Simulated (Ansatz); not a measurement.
```yaml
crystal:
  periodic: [false, false, false]
  atoms:
    - {symbol: C, position_ang: [0.547609, -1.842526, -0.250584]}
    - {symbol: O, position_ang: [-0.337861, -0.673539, 0.229550]}
    - {symbol: Mo, position_ang: [-0.404909, 1.201335, 0.480487]}
    - {symbol: O, position_ang: [-2.459197, 1.163862, 0.825311]}
    - {symbol: O, position_ang: [-0.045688, 0.924914, -1.455657]}
    - {symbol: F, position_ang: [0.116019, 2.792585, 0.211813]}
    - {symbol: F, position_ang: [0.246186, 1.059743, 2.045176]}
    - {symbol: H, position_ang: [1.297813, -2.101234, 0.621211]}
    - {symbol: H, position_ang: [0.908843, -1.694163, -1.227527]}
    - {symbol: H, position_ang: [0.061818, -2.935340, 0.032747]}
    - {symbol: H, position_ang: [0.286725, 1.752607, -1.404103]}
basis:
  gaussian: {orbitals: def2-SVP, fitting: {mean_field: def2-universal-jkfit}, nuclear_model: gaussian}
hamiltonian: {xc: {name: BHLYP}, dispersion: d3bjatm}
accuracy: high
output: {forces: true}
```

```sh
$ ansatz run in.yaml --threads 4 --pin off --events-out ev --progress --plain --max-ram 11315MiB
```

Output, abridged:

```
Functional definition: BHLYP
787 factors; integrals over basis functions are off by at most 3.0e-1 eV
mean field evaluation 1: about -14485.5960 eV, gradient 1.1e2 eV
mean field evaluation 2: about -14160.1512 eV, gradient 3.1e2 eV
mean field evaluation 4: about -14504.4722 eV, gradient 5.9e1 eV
mean field evaluation 8: about -14511.0427 eV, gradient 1.9e0 eV
mean field evaluation 16: about -14511.0507 eV, gradient 3.6e-3 eV
mean field evaluation 32: about -14511.0507 eV, gradient 6.5e-7 eV
mean field -14511.05067206 eV, -533.2712762550 hartree, gradient 7.6e-8 eV, S^2 0.000000; 0 other end points of the search recorded, 0 dependent functions left out
reference -14511.05070583 eV, -533.2712774958 hartree; 33, 33 occupied and 102, 102 virtual orbitals, 787 factors
Total energy: -14511.40640962 eV, -533.2843493692 hartree
Atom 0 at     0.547609    -1.842526    -0.250584 Å, force    -2.014836    -1.611593     6.319843 eV/Å
Atom 1 at    -0.337861    -0.673539     0.229550 Å, force     2.309460    -1.403590     0.324091 eV/Å
Atom 2 at    -0.404909     1.201335     0.480487 Å, force   -14.711316   -11.328082    -4.128416 eV/Å
Atom 3 at    -2.459197     1.163862     0.825311 Å, force     8.965025     0.961635    -1.575810 eV/Å
Atom 4 at    -0.045688     0.924914    -1.455657 Å, force    -1.174680    -1.953610     2.489472 eV/Å
Atom 5 at     0.116019     2.792585     0.211813 Å, force     2.059501     5.756640    -0.862233 eV/Å
Atom 6 at     0.246186     1.059743     2.045176 Å, force     2.687304    -0.007761     4.760017 eV/Å
Atom 7 at     1.297813    -2.101234     0.621211 Å, force    -0.435136     1.844978    -2.049903 eV/Å
Atom 8 at     0.908843    -1.694163    -1.227527 Å, force     0.424509     0.230644    -1.208656 eV/Å
Atom 9 at     0.061818    -2.935340     0.032747 Å, force    -0.146449     3.119819    -1.871192 eV/Å
Atom 10 at     0.286725     1.752607    -1.404103 Å, force     2.036619     4.390920    -2.197212 eV/Å
Dipole moment:     1.089076    -0.224016    -0.065907 e Å
```

Run time 4.8 s (4 threads of an Arm Neoverse V2 on a shared host); peak host memory 0.32 GiB.
